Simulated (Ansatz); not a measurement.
A structure relaxed at PBE0-D4/def2-SVP in Ansatz, charge 1, singlet:

```xyz
9

Au   -2.209   -0.761    1.413
Au    1.431    0.119   -1.055
Au    2.858    2.431   -1.386
Au   -0.989   -1.825   -1.388
Au    0.260    1.235    1.726
Cl    0.480   -0.819   -2.949
Cl   -2.424   -2.757    0.198
Cl   -1.899    1.260    2.590
Cl    2.492    1.117    0.851
```

Problem. Give its formula.

Solution. the cluster Au₅Cl₄⁺.

Problem. Summarise the bond lengths by kind (pairs closer than 1.2 times the sum of covalent radii, bridged metal pairs left out).

Solution. 9 × Au–Cl 2.32 to 2.62 Å.

In the def2 sets Au takes a core potential; there is no spin–orbit coupling. The relaxation made no stability test and no search for a lower SCF solution. No other spin state of charge 1 was run. Another isomer (singlet) lies 1.12 eV lower at PBE0-D4/def2-TZVP; other spin states weren't run for this one.
